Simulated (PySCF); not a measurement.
Energy landscape of H2Cl (cation, charge +1), singlet: symmetric bend, bond length relaxed. Scanned: H-Cl-H angle. Other coordinates (Cl-H bond length) were minimised at PBE0/def2-TZVP.

Level of theory: CCSD(T) on RHF/cc-pVTZ, 5 core orbitals frozen in PySCF.

Scanned values (°): 180, 170, 160, 150, 140, 130, 120, 110, 100, 90, 80, 70, 60.

### Question
Describe the profile: where are the wells and the tops?

### Answer
Lower than their neighbours: 90° (0.0 kcal/mol). Higher than their neighbours: 180° (58.2 kcal/mol, end of the scan), 60° (18.7 kcal/mol, end of the scan). The whole profile spans 58.2 kcal/mol.
